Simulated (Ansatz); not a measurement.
System: trichloro(fluoro)germane, sum formula GeCl$_{3}$F, charge 0, multiplicity 1. SMILES: [F][Ge]([Cl])([Cl])[Cl]
Geometry: optimised at B3LYP-D3(BJ)/def2-TZVP (Ansatz, a first-principles code).

Wanted: vertical ionisation energy (to the doublet state of charge +1; each state is the SCF solution reached for its spin; the molecule has degenerate orbitals, so one determinant may break the symmetry), in eV. Cores are frozen in the correlated levels unless marked. UHF or UKS for open shells. No spin-orbit coupling. The frozen core is the preceding noble-gas configuration, with the filled d and f shells of earlier blocks. Non-relativistic. CBS(X,Y): correlation extrapolated as X^-3; Hartree-Fock from the larger set. [CCSD(T)-MP2]/basis is that difference in the basis named.

| level | program | vertical ionisation energy (eV) |
|---|---|---|
| r2SCAN/def2-TZVPD | Ansatz | 11.57 |
| B3LYP/def2-TZVPD | Ansatz | 11.76 |
| CAM-B3LYP/def2-TZVPD | Ansatz | 12.23 |
| B2PLYP/def2-TZVPD | Ansatz | 12.04 |
| MP2/def2-SVPD | Ansatz | 12.70 |
| MP2/def2-TZVPPD | Ansatz | 12.73 |
| RI-MP2/CBS(def2-TZVPPD,def2-QZVPPD) | Ansatz | 12.92 |
| SCS-MP2/def2-SVPD | Ansatz | 12.61 |
| RI-MP2/CBS(def2-TZVPPD,def2-QZVPPD)+[CCSD(T)-MP2]/def2-QZVPPD | Ansatz | 12.63 |
| CCSD(T)/CBS(def2-TZVPPD,def2-QZVPPD) | Ansatz | 12.66 |
